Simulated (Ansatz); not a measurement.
`CBCSC` → `CCCBS`  (isomerisation)

Calculated with Ansatz (gas phase, PBE0-D4/def2-TZVP geometries, no zero-point term in ΔE). CCSD(T)/CBS is the MP2 limit (def2-TZVPP, def2-QZVPP) plus CCSD(T) − MP2 in def2-TZVPP, frozen cores. Functionals use def2-TZVPP. B3LYP here is the variant with VWN-RPA as its local correlation; programs differ in this. One conformer a species, not always the lowest.

```
             level  ΔE (kJ/mol)  difference from CCSD(T)/CBS
            PBE-D4        -95.1                          1.7
         r2SCAN-D4        -95.2                          1.6
          B3LYP-D4        -93.0                          3.8
           ωB97X-V        -93.3                          3.5
           ωB97M-V        -93.3                          3.5
            B2PLYP        -94.6                          2.2
              PBE0        -94.2                          2.6
     HF/def2-TZVPP        -88.9                          7.9
    MP2/def2-TZVPP       -101.3                         -4.5
SCS-MP2/def2-TZVPP        -98.6                         -1.8
   CCSD/def2-TZVPP       -100.7                         -3.9
CCSD(T)/def2-TZVPP       -102.3                         -5.5
     HF/def2-QZVPP        -87.6                          9.2
SCS-MP2/def2-QZVPP        -95.2                          1.6
     MP2/CBS(def2)        -95.8                          1.0
    CCSD/CBS(def2)        -95.3                          1.5
       CCSD(T)/CBS        -96.8                            0
```

Largest T1 diagnostic among the species: 0.012.

In def2-TZVPP, CCSD(T) changes the Hartree–Fock value by −13.4 kJ/mol (the triples alone add −1.6 kJ/mol) and MP2 by −12.4 kJ/mol.
